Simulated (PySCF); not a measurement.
C₄H₇O₂, SMILES C[C](C)C(=O)O, doublet (B3LYP/def2-SVP optimised geometry):

```
13

C      0.779     1.324    -0.005
C     -0.112     0.123     0.000
C     -1.595     0.266    -0.004
C      0.459    -1.218     0.000
O     -0.179    -2.258     0.000
O      1.820    -1.218     0.000
H      1.409     1.351    -0.913
H      1.486     1.303     0.843
H      0.201     2.258     0.043
H     -2.088    -0.714    -0.011
H     -1.939     0.835     0.880
H     -1.933     0.845    -0.885
H      2.088    -2.151     0.001
```

Method: unrestricted B3LYP/def2-TZVP (PySCF).

Question: What are the frontier orbital energies (α orbitals alone; a β orbital can be the lowest empty one) and the dipole moment?

Answer: HOMO-2 -9.05 eV, HOMO-1 -7.75 eV, HOMO -6.10 eV, LUMO 0.70 eV, LUMO+1 0.96 eV; dipole moment 2.21 D.

On the same geometry PySCF 2.14.0 with unrestricted PBE/def2-TZVP gives HOMO-2 -7.60 eV, HOMO-1 -6.28 eV, HOMO -5.06 eV, LUMO 0.18 eV, LUMO+1 0.25 eV; dipole moment 2.17 D.

Meta-Löwdin charges at B3LYP/def2-TZVP: C1 -0.33, C2 0.04, C3 -0.33, C4 0.48, O5 -0.48, O6 -0.49, H7 0.13, H8 0.13, H9 0.11, H10 0.14, H11 0.12, H12 0.12, H13 0.35.
